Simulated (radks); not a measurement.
Task: All-electron atom: Tm50+ in [Ar] 4s1 (not the ground configuration). Calculated with a radial shooting solver on a logarithmic mesh with Libxc functionals: Dirac Kohn-Sham, PBE, spin-unpolarised, spherical densities, finite nucleus; Fermi nuclear charge, rms radius 5.2256 fm.

Spin-orbit splittings of the eigenvalues, e(l+1/2) - e(l-1/2), with zeta = 2 splitting/(2l+1) and mean radii in bohr:

| shell | occ. | splitting (eV) | zeta (eV) | <r> j=l-1/2 | <r> j=l+1/2 |
|---|---|---|---|---|---|
| 2p | 6 | ? | ? | 0.06945 | 0.07662 |
| 3p | 6 | 251.4 | 167.6 | 0.1938 | 0.2048 |

Estimate the 2p splitting.

Result: 995.7 eV (zeta = 663.8 eV).
